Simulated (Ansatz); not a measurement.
C$_{4}$H$_{6}$ClFO$_{2}$Ti, SMILES `[CH3][Ti-]1([F])([Cl])[O]C=CC=[O+]1`, relaxed with RKS PBE-D4/def2-SVP in Ansatz from a rough embedded geometry. The force threshold is 0.03 eV/Å; the program also tests the step.

Charge 0, multiplicity 1.

Start:

```xyz
15

C     0.976   -1.072   -2.681
Ti    0.453   -0.453   -0.681
F    -0.845   -1.890   -0.542
Cl    1.834    1.523   -0.924
O     1.074   -0.661    1.419
C     0.241    0.061    2.261
C    -0.786    0.787    2.047
C    -1.522    1.225    0.932
O    -1.485    1.035   -0.258
H     0.061   -1.111   -3.278
H     1.355   -2.085   -2.561
H     1.739   -0.570   -3.324
H     0.552    0.004    3.364
H    -1.218    1.260    3.067
H    -2.428    1.947    1.159
```

Task: By how much does the energy fall, and how many steps does the optimiser take? (An estimate is asked.)

Result: Ansatz gave: 310.79 kJ/mol, in 27 steps, 2 of them rejected.

Task: Which bonds change most? (An estimate is asked.)

Result: Ansatz gave: Ti2–O9 from 2.479 to 2.041 Å; Ti2–Cl4 from 2.423 to 2.204 Å; Ti2–F3 from 1.941 to 1.744 Å; Ti2–O5 from 2.200 to 2.063 Å.

Task: Give the relaxed structure. (Estimate.)

Result: Computed: 
```xyz
15

C     1.276   -1.215   -1.877
Ti   -0.274    0.023   -1.240
F    -1.579   -0.917   -1.913
Cl    0.284    1.790   -2.434
O     0.646   -0.458    0.543
C     0.441   -0.135    1.762
C    -0.580    0.702    2.237
C    -1.503    1.242    1.327
O    -1.470    1.031    0.071
H     1.188   -1.285   -2.982
H     1.151   -2.215   -1.412
H     2.261   -0.796   -1.589
H     1.152   -0.578    2.498
H    -0.664    0.917    3.310
H    -2.328    1.893    1.699
```
